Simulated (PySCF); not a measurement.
Gas-phase reaction: Ge2H6 + GeCl3 + 3 Cl ⇌ 3 GeH2Cl2

Method: PySCF energies plus ideal-gas RRHO corrections (1 bar). † marks an energy on the PBE0/def2-TZVP geometry and frequencies. MP2 and CCSD(T) freeze the core. Open shells (unrestricted): GeCl3 (multiplicity 2), Cl (multiplicity 2, electronic degeneracy 6); the rest are closed-shell singlets. Spin-orbit splitting is ignored; it lowers the true energy and changes the entropy of Cl. Ge: all electrons, no relativistic terms. GeCl3: computed as isolated molecules; such fragments, hydroxides, amides, oligomers or adducts are transient or little studied in the gas. MP2 isn't extrapolated to the basis-set limit; its ΔH°(298 K) is -875.5 kJ in def2-SVP and -952.5 kJ in def2-TZVPP. CCSD(T) isn't extrapolated to the basis-set limit. The harmonic model lacks anharmonicity and excited electronic states, which grow with temperature; levels with a mode under 35 cm⁻¹ are left out. Internal rotation in Ge2H6 is treated as a harmonic vibration of one conformer, which makes the entropy rough.

| level | ΔE electronic, kJ | ΔH°(298 K), kJ | ΔS°(298 K), J/K | ΔG°(1600 K), kJ |
|---|---|---|---|---|
| CCSD(T)/def2-SVP† | -839 | -833 | -238 | -435 |
| HF/def2-TZVP† | -706 | -700 | -238 | -302 |
| MP2/def2-TZVPP† | -959 | -952 | -238 | -555 |
| PBE0/def2-QZVP† | -912 | -905 | -238 | -508 |
| PBE0/def2-SVP† | -900 | -893 | -238 | -496 |
ΔH° is lowest at MP2/def2-TZVPP† and highest at HF/def2-TZVP†. No reference value is set beside these.
